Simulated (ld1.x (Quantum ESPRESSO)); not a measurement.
Before and after: TM semilocal potential for molybdenum (Mo)

```
Element                 : Mo
Generator               : ld1.x (Quantum ESPRESSO) 7.5
Type                    : norm-conserving Troullier–Martins (semilocal form)
Functional              : LDA (PZ)
Relativity              : scalar-relativistic
Frozen core             : [Kr]
Valence charge          : 6
Reference configuration : 4d3 5s0 5p0 (charge +3)
Partial waves           : 5s (bound, empty): rc 2.65 bohr; 5p (bound, empty): rc 2.75 bohr; 4d (bound): rc 2.25 bohr
Local potential         : the d channel
Core correction         : Bessel-smoothed model core inside 2.35 bohr
```

All-electron outer shells of the reference configuration (LDA (PZ), scalar-relativistic, ld1.x):

```json
{"shell": "4p", "level (eV)": "-70.13", "outermost node (bohr)": "0.52", "outermost maximum (bohr)": "1.06"}
{"shell": "4d", "level (eV)": "-33.11", "outermost node (bohr)": "0.52", "outermost maximum (bohr)": "1.32"}
{"shell": "5s", "level (eV)": "-26.93", "outermost node (bohr)": "1.30", "outermost maximum (bohr)": "2.46"}
{"shell": "5p", "level (eV)": "-20.73", "outermost node (bohr)": "1.45", "outermost maximum (bohr)": "2.82"}
```

Change: all radii but the core radius scaled by about 1.40 (s 3.70, p 3.84, d 3.14 bohr).

Cutoffs: the cutoffs (Ry, on a coarse ladder) from which the occupation-weighted sum of valence levels, in a spherical-Bessel basis at the reference potential, stays within 10 and 1 mRy of its value at 400 Ry; they do not see the model core or the augmentation charge, which bear on the density cutoff. Errors are all-electron minus pseudo energies relative to the spin-unpolarised reference configuration.

Task: Predict the effect on cutoff, ghosts and configuration errors.

Result: The potential gets softer (35 Ry and 40 Ry → 25 Ry and 30 Ry); of the 9 tests that both files solve, the error grows in 3 and shrinks in 2 by more than 15 % and 0.3 meV (median size 251.4 → 328.3 meV); neither file shows a bound ghost. A larger radius leaves more room for a smooth pseudo-wave, so fewer plane waves are needed. A semilocal file is local in each channel, so a ghost entry of none says nothing of the separable form that plane-wave codes build from it.

```csv
quantity,base,changed
"cutoff, loose",35 Ry,25 Ry
"cutoff, tight",40 Ry,30 Ry
bound ghosts,none,none
"error for 4d5 5s1 5p0, meV [ΔE -49.85 eV]",-251,-335
"error for 4d5 5s0 5p0, meV [ΔE -42.66 eV]",-367,-328
"error for 4d4 5s0 5p0, meV [ΔE -26.96 eV]",-127,-80
"error for 4d2 5s0 5p0, meV [ΔE 39.70 eV]",-191,-39
"error for 4d5 5s0.5 5p0, meV [ΔE -46.99 eV]",-306,-346
"error for 4d4 5s1 5p1, meV [ΔE -46.09 eV]",-17,-89
"error for 4d4 5s1 5p0, meV [ΔE -41.59 eV]",-84,-158
"error for 4d3 5s0 5p0 (spin-polarised), meV [ΔE -1.57 eV]",+549,+550
"error for 4d5 5s1 5p0 (spin-polarised), meV [ΔE -53.77 eV]",+564,+556
```
